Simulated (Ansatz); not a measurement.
The same path of CH6ClNO2Si (12 atoms, charge 0, multiplicity 1) was run twice with different band settings. The coordinate that changes most is the dihedral O4–C2–Si5–H12.

Computed with RKS PBE/def2-SVP (Ansatz 0.2.0).

Relaxed end points:

```xyz
12
Properties=species:S:1:pos:R:3
N -1.098 -0.317 -1.098
C -0.140 -0.478 -0.049
O 0.839 -1.457 -0.384
O -0.777 -0.946 1.127
Si 0.812 1.172 0.310
Cl -0.462 2.521 1.286
H -0.656 0.043 -1.954
H -1.503 -1.240 -1.319
H 1.235 -1.761 0.457
H -1.444 -0.270 1.365
H 1.946 0.862 1.241
H 1.326 1.815 -0.949
```

```xyz
12
Properties=species:S:1:pos:R:3
N -0.316 -0.630 -1.445
C -0.275 -0.422 -0.024
O 0.296 -1.523 0.641
O -1.602 -0.280 0.464
Si 0.746 1.194 0.336
Cl 1.163 1.163 2.391
H 0.628 -0.813 -1.810
H -0.879 -1.476 -1.631
H 0.346 -1.294 1.593
H -2.042 0.373 -0.116
H 2.056 1.218 -0.401
H -0.044 2.436 0.036
```

Common settings: spring 5.0 eV/Å²; optimiser quadratic models (default); start path IDPP; force threshold 0.05 eV/Å; end points relaxed.

| run | movable images | climbing image | iteration limit |
| --- | --- | --- | --- |
| 1 | 9 | yes | 53 |
| 2 | 4 | no | 60 |

(1) What does each run give, and how far can it be trusted?

## Answers

(1) Run 1: converged after 5 iterations, highest image 0.197 eV above the first end. A vibrational analysis at the climbing image gives one clearly imaginary mode, 81i cm⁻¹: a first-order saddle point.
Run 2: converged after 5 iterations, highest image 0.183 eV above the first end. No image climbed, so the highest image needn't sit at the top of the path.
